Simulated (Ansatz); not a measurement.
```yaml
crystal:
  periodic: [false, false, false]
  atoms:
    - {symbol: F, position_ang: [3.051069, -0.107921, 4.229468]}
    - {symbol: B, position_ang: [1.702164, -0.584749, 1.765689]}
    - {symbol: N, position_ang: [-1.063855, 0.972237, 0.962486]}
    - {symbol: C, position_ang: [-0.688349, -0.851722, -1.454315]}
    - {symbol: O, position_ang: [1.943842, -1.748307, -0.620254]}
    - {symbol: H, position_ang: [-2.129043, 2.661840, 1.095039]}
    - {symbol: H, position_ang: [-2.549623, -2.260406, -2.240715]}
    - {symbol: H, position_ang: [-0.185441, 1.063313, -3.894075]}
basis:
  gaussian: {orbitals: def2-TZVPP, fitting: {mean_field: def2-universal-jkfit}, point_charges: [{charge: 2.00, position_ang: [3.922, 0.546, 0.025]}]}
hamiltonian: {xc: {name: HF}}
correlation: {method: mp2}
```

```sh
$ ansatz run in.yaml --threads 2 --pin off --events-out ev --progress --plain --max-ram 4352MiB
```

It prints (some lines left out):

```
Functional definition: HF
435 factors; integrals over basis functions are off by at most 1.6e0 eV
mean field evaluation 1: about -7890.2901 eV, gradient 8.9e1 eV
mean field evaluation 2: about -7222.1598 eV, gradient 2.8e2 eV
mean field evaluation 4: about -7925.1204 eV, gradient 4.9e1 eV
mean field evaluation 8: about -7936.7244 eV, gradient 1.8e1 eV
mean field evaluation 16: about -7938.6555 eV, gradient 9.7e-1 eV
mean field evaluation 32: about -7938.3592 eV, gradient 9.6e0 eV
mean field evaluation 64: about -7932.5114 eV, gradient 1.1e1 eV
mean field evaluation 96: about -7938.6584 eV, gradient 3.6e-6 eV
mean field -7938.72557810 eV, -291.7427839338 hartree, gradient 3.0e-6 eV, S^2 0.000000; 23 other end points of the search recorded, 0 dependent functions left out; unrestricted orbitals would lower it
unrestricted determinant -7953.93678828 eV, -292.3017855974 hartree, S^2 5.3135
5 core orbitals not correlated: weight in the atoms' cores, before any rotation towards them, 1.000 or more for the frozen orbitals, at most 0.000 for the correlated occupied ones
reference -7938.72557810 eV, -291.7427839338 hartree; 14, 14 occupied and 178, 178 virtual orbitals, 435 factors
second order -26.95337162 eV of doubles, -0.00000000 eV of singles
Total energy: -7965.67894972 eV, -292.7333020712 hartree
```

In this input the geometry is stretched to more than twice its size. The calculation finished and met its thresholds. The result belongs to that input, not to the molecule as meant.
